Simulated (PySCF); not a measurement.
A structure optimised at r2SCAN-D4/def2-SVPD, used in a PySCF frequency run:

```
Re
O 1 1.7443
O 1 1.7443 2 109.47
O 1 1.7443 2 109.47 3 -120.00
O 1 1.7443 2 109.47 3 120.00
```
Charge -1, spin multiplicity 1.

Problem. Write its SMILES, formula and point group.

Solution. [O]=[Re-](=[O])(=[O])=[O], O4Re, Td

Problem. What are its rotational constants (standard atomic weights)?

Solution. 3.8933, 3.8933, 3.8933 GHz
